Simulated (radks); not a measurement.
Values are calculated unless marked as measured or tabulated.
Effect of the nuclear size on neutral manganese, [Ar] 3d5 4s2. Level of theory: Dirac Kohn-Sham, PBE, spin-unpolarised, spherical densities, finite nucleus; open shells are shared between the two j in proportion to 2j + 1; Fermi nuclear charge, rms radius 3.7057 fm (a radial shooting solver on a logarithmic mesh with Libxc functionals). The rms radius is varied about that value; shifts are against it.

rms radius (fm)  total energy shift (eV)  density at nucleus (e/bohr^3)  1s1/2 shift (meV)  2s1/2 shift (meV)  2p1/2 shift (meV)  3s1/2 shift (meV)
3.1573                           -0.0251                      1.326e+04              -10.6             -0.941              0.106             -0.129
3.4908                           -0.0103                       1.32e+04              -4.36             -0.386              0.044             -0.053
3.7057                                 0                      1.317e+04              0.000              0.000              0.000              0.000
3.8243                           0.00593                      1.316e+04               2.51              0.222             -0.025              0.031
4.1504                            0.0232                      1.311e+04               9.81              0.869             -0.098              0.120

Slopes of the eigenvalues against <r^2> in GHz/fm^2, as finite differences over the two radii next to the reference (eigenvalue slopes, not the field-shift constants of lines): 1s1/2 681, 2s1/2 60.3, 2p1/2 -6.82, 3s1/2 8.29.
